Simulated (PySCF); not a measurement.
**S⁺: ionisation energy**

S⁺ [Ne] 3s2 3p3 (4S) → S²⁺ [Ne] 3s2 3p2 (3P), as a difference of total energies. Calculation: PySCF 2.14, in x2c-TZVPPall with one added diffuse shell each of s, p, d type (6s6p4d1f, 51 functions); the spin-free X2C one-electron Hamiltonian (Gaussian nucleus). Correlated levels: valence and next inner shell: 1s2 frozen. The calculations carry no spin-orbit coupling.

Question: Order these methods by the ionisation energy they give, lowest first.
A. CCSD (valence and next inner shell)
B. SCS-MP2 (valence and next inner shell)
C. UHF
D. CCSD(T) (valence and next inner shell)

Answer: C (22.702 eV), B (23.145 eV), A (23.256 eV), D (23.292 eV).

A first-order spin-orbit estimate (lowest level to lowest level, LS coupling) adds -0.064 eV.

Errors of the correlated levels include the incompleteness of this basis and the frozen core.

For comparison: 23.338 eV (measured; NIST Atomic Spectra Database, ionization energies).
